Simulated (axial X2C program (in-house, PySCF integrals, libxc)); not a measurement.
# Outer orbitals of NiB⁻ at 1.682 Å, LDA

Computed with an in-house all-electron X2C program for linear molecules (integrals from PySCF). Spin-free means the one-electron spin-free X2C Hamiltonian; two-component (2c) means X2C with spin–orbit coupling and atomic mean-field two-electron Coulomb and Gaunt terms, so the difference of the two also holds small scalar two-electron terms. Basis: Ni dyall-acv3z [10s10p7d4f2g], B dyall-av3z [8s7p3d2f] (cores contracted in-house); Gaussian nuclei, density fitting, unrestricted open shells. Masses: Ni 57.935 u, B 11.009 u.

The distance is close to the 2c PBE0 minimum; the highest filled and lowest empty levels are listed.

Spin-free orbitals, state M_S = 0, Λ = 0 (closed shell) (Löwdin shares):

```tsv
symmetry	occupied	ε (eV)	atomic character
σα	yes	-4.53	48% B s, 20% Ni d, 18% Ni s
π-α	yes	-0.86	82% Ni d, 16% B p
π+α	yes	-0.86	82% Ni d, 16% B p
σα	yes	-0.69	65% Ni d, 13% B s, 12% B p
δ-α	yes	0.60	98% Ni d
δ+α	yes	0.60	98% Ni d
σα	yes	0.82	43% B p, 28% Ni s, 17% Ni p
σα	no	1.75	76% Ni p, 20% Ni s, 3% B p
π-α	no	1.81	93% Ni p, 5% B p
π+α	no	1.81	93% Ni p, 5% B p
σα	no	2.09	68% Ni s, 23% Ni p, 7% B p
```

One partner of each degenerate Kramers or spin pair is listed. The highest filled level is positive, so this functional does not bind it, and the empty levels of an anion are set by the basis.

Spinors with spin–orbit coupling (state Ω = 0):

```tsv
ω	occupied	ε (eV)	atomic character	λ mixture
1/2	yes	-4.53	48% B s, 20% Ni d, 18% Ni s	100% σ
1/2	yes	-0.92	80% Ni d, 15% B p	91% π, 9% σ
3/2	yes	-0.84	81% Ni d, 16% B p	100% π
1/2	yes	-0.68	66% Ni d, 13% B p, 12% B s	91% σ, 9% π
3/2	yes	0.52	98% Ni d	100% δ
5/2	yes	0.67	98% Ni d	100% δ
1/2	yes	0.83	43% B p, 28% Ni s, 17% Ni p	100% σ
1/2	no	1.75	77% Ni p, 19% Ni s, 2% B p	100% σ
1/2	no	1.81	93% Ni p, 6% B p	100% π
3/2	no	1.82	94% Ni p, 5% B p	100% π
1/2	no	2.11	62% Ni s, 24% Ni p, 11% B p	90% σ, 10% π
```

One partner of each degenerate Kramers or spin pair is listed. The highest filled level is positive, so this functional does not bind it, and the empty levels of an anion are set by the basis.

Mulliken charges and populations of the two-component result (they depend on the basis, above all on diffuse functions):

Ni -0.92 e (s 7.56 p 12.36 d 8.99), B -0.08 e (s 3.52 p 1.51 d 0.04 f 0.01).

The state is one determinant whose occupation by symmetry is held fixed; it was picked as the lowest of a PBE0 search that is not exhaustive. The highest occupied level of some functionals is positive through self-interaction error; at Hartree–Fock it is bound.
